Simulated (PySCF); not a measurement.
H8N2Si3, SMILES [SiH]1(N)[SiH2]N[SiH2]1. Atoms are numbered in the order given.

```xyz
13

N      2.3435     0.0273     1.0419
Si     1.0728    -0.4269    -0.0538
Si    -1.0716    -0.8770     0.8396
N     -1.6927     0.2980    -0.3155
Si    -0.3754     1.0917    -1.1826
H      2.1558     0.7159     1.7648
H      3.2904     0.1308     0.6882
H      1.6309    -1.4795    -0.9529
H     -1.6665    -2.2411     0.6726
H     -1.2838    -0.4993     2.2752
H     -2.6794     0.5056    -0.4507
H     -0.2307     2.5490    -0.8563
H     -0.5344     1.0131    -2.6711
```
Charge 0, spin multiplicity 1.

Coordinates come from a B3LYP-D3(BJ)/def2-SVP optimisation. This is a generated structure with no PubChem entry under its InChIKey; it may be hypothetical. Other conformers were not sampled.

Computed with B3LYP/pcSseg-1 (PySCF).

GIAO shieldings, no solvent; atoms listed in one row are averaged. δ = σ(ref) − σ: ¹⁵N against NH3 (σ = 265.5 ppm); ²⁹Si against TMS (σ = 338.7 ppm); ¹H against TMS (σ = 31.68 ppm), references at their B3LYP-D3(BJ)/def2-TZVP geometries, non-relativistic.

Computed chemical shifts:
```
nucleus     atoms  count  δ (ppm)
-------  --------  -----  -------
¹⁵N            N4      1     26.3
¹⁵N            N1      1      9.3
²⁹Si          Si2      1     -7.9
²⁹Si     Si3, Si5      2    -16.3
¹H             H8      1     5.70
¹H            H10      1     5.70
¹H             H9      1     5.69
¹H            H13      1     5.56
¹H            H12      1     5.54
¹H             H7      1     0.45
¹H            H11      1     0.32
¹H             H6      1     0.25
```
